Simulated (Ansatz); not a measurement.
`C=C(O)B(O)O` + `C[SiH2]OC(F)F` → `C[SiH2]OB(O)O` + `C=C(O)C(F)F`  (formal exchange of groups at a B–C bond)

Isolated molecules relaxed with PBE0-D4/def2-TZVP in Ansatz; ΔE leaves out vibrations. CBS: MP2 limit from def2 TZ/QZ plus the TZ coupled-cluster correction, frozen cores. Functionals use def2-TZVPP. B3LYP here is the variant with VWN-RPA as its local correlation; programs differ in this. One conformer a species, not always the lowest.

```
             level  ΔE (kJ/mol)  difference from CCSD(T)/CBS
         r2SCAN-D4       -105.5                          4.1
               PBE        -99.3                         10.3
            r2SCAN       -105.4                          4.2
              PBE0       -103.4                          6.2
             B3LYP       -106.7                          2.9
SCS-MP2/def2-TZVPP       -110.4                         -0.8
   CCSD/def2-TZVPP       -109.8                         -0.2
SCS-MP2/def2-QZVPP       -111.7                         -2.1
      HF/CBS(def2)       -114.6                         -5.0
     MP2/CBS(def2)       -111.5                         -1.9
       CCSD(T)/CBS       -109.6                            0
```

Largest T1 diagnostic among the species: 0.013.

In def2-TZVPP, CCSD(T) changes the Hartree–Fock value by +5.6 kJ/mol (the triples alone add +1.7 kJ/mol) and MP2 by +3.8 kJ/mol. From PBE to PBE0 (25 % exact exchange), in def2-TZVPP and without D4, ΔE moves by −4.1 kJ/mol.
